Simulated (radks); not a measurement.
Results of a calculation; reference values are marked as such.
Effect of the nuclear size on the neon ion Ne8+, [He]. Code: a radial shooting solver on a logarithmic mesh with Libxc functionals. Model: Dirac Kohn-Sham, PBE, spin-unpolarised, spherical densities, finite nucleus; Fermi nuclear charge, rms radius 3.0055 fm. The rms radius is varied about that value; shifts are against it.

| rms radius (fm) | total energy shift (eV) | density at nucleus (e/bohr^3) | 1s1/2 shift (meV) |
|---|---|---|---|
| 2.6989 | -0.000221 | 622.7 | -0.098 |
| 2.8462 | -0.000118 | 622.4 | -0.052 |
| 3.0055 | 0 | 622.2 | 0.000 |
| 3.252 | 0.000195 | 621.8 | 0.086 |
| 3.5826 | 0.000480 | 621.4 | 0.212 |

Slopes of the eigenvalues against <r^2> in GHz/fm^2, as finite differences over the two radii next to the reference (eigenvalue slopes, not the field-shift constants of lines): 1s1/2 13.5.
